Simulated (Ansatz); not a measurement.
Constitutional and geometric isomers with formula H4B2O. Gas-phase values, no solvent. One relaxed conformer stands for each flexible species; it need not be the lowest. Strings in code marks are SMILES.

Quantity: electronic energy of isomers of H4B2O relative to `BOB`, in kJ/mol.

Case: `BBO`. Geometry of `BBO` (neutral, multiplicity 1, Å):

```xyz
7

B      1.0548     0.1244    -0.1059
B     -0.4935    -0.2561     0.3907
O     -1.6882     0.0118    -0.1942
H      1.6117     1.1231     0.2577
H      1.7166    -0.6327    -0.7606
H     -0.5780    -0.8658     1.4333
H     -1.6233     0.4952    -1.0210
```

**Question.** Give the electronic energy of isomers of H4B2O relative to `BOB` at the level frozen-core CCSDT(Q)/cc-pVDZ // PBE0-D3(BJ)/def2-TZVP (Ansatz, an electronic-structure program).

**Answer.** 134.2 kJ/mol.
